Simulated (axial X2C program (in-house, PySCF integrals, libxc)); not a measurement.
Which molecule has these constants?

Calculated with an axial X2C code built on PySCF integrals, spin-free (one-electron X2C) or two-component (2c: spin–orbit coupling with atomic mean-field Coulomb and Gaunt terms, which also bring small scalar terms), in Dyall basis sets with cores contracted in-house; open shells are unrestricted.

A two-component PBE0 calculation in a Dyall 3-zeta basis gave Re = 2.803 Å, ωe = 235.9 cm⁻¹, De = 2.07 eV, dipole magnitude 8.13 D, Ω = 3/2.

Task: Which molecule is it?
A. NaTe
B. NaS
C. NaSe
D. NaO

Result: A. The others have NaO 2.052 Å and 490.3 cm⁻¹ (Ω = 3/2); NaSe 2.603 Å and 269.9 cm⁻¹ (Ω = 3/2); NaS 2.488 Å and 331.6 cm⁻¹ (Ω = 3/2).

Each entry is the lowest single determinant of a limited PBE0 search at one distance. De goes to single-determinant-based atoms at the same level (for ions the charge split of lowest energy) and is withheld (n/a) where an atom does not fit its ground term or J level. Main or longest-lived isotopes. One determinant is a doubtful description, or other states lie close, for NaO; these need not be ground states, and all values refer to the states named. Some light 2c atoms are not at their ground J level, so De misses part of their lowering (0.04 eV or less). The functionals have no current term, which raises determinants with orbital currents.
